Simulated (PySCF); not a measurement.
Nb(O)(OH)(Me)2 (C₂H₇NbO₂), SMILES [CH3][Nb]([CH3])(=[O])[OH], multiplicity 1. Heavy atoms are numbered as in [Nb:1](=[O:2])([OH:3])([CH3:5])[CH3:9]. Hydrogens are named by the atom that carries them.

Geometry: B3LYP-D3(BJ)/def2-SVP. The spin state was assumed, not searched. The def2 effective core potentials stand for the cores of Nb; spin–orbit coupling is left out. The values are those of a single conformer.

All values below come from PBE/def2-TZVP (PySCF).

ESP charges are fitted to the potential on shells at 1.4 to 2.0 van der Waals radii. Atomic charges (e), one atom of each kind:

```json
[
 {"atom": "Nb1", "ESP fit": "1.36", "Löwdin": "0.63"},
 {"atom": "O2", "ESP fit": "-0.56", "Löwdin": "-0.25"},
 {"atom": "O3 (OH)", "ESP fit": "…", "Löwdin": "-0.27"},
 {"atom": "H on O3", "ESP fit": "…", "Löwdin": "0.17"},
 {"atom": "C5 (CH3)", "ESP fit": "…", "Löwdin": "-0.53"},
 {"atom": "H on C5", "ESP fit": "0.17", "Löwdin": "0.13"}
]
```

Question: Fill in the missing entries. (Estimate from the structure and the level; the computed values follow.)

Answer: 
- O3 (OH), ESP fit: -0.74
- H on O3, ESP fit: 0.44
- C5 (CH3), ESP fit: -0.76
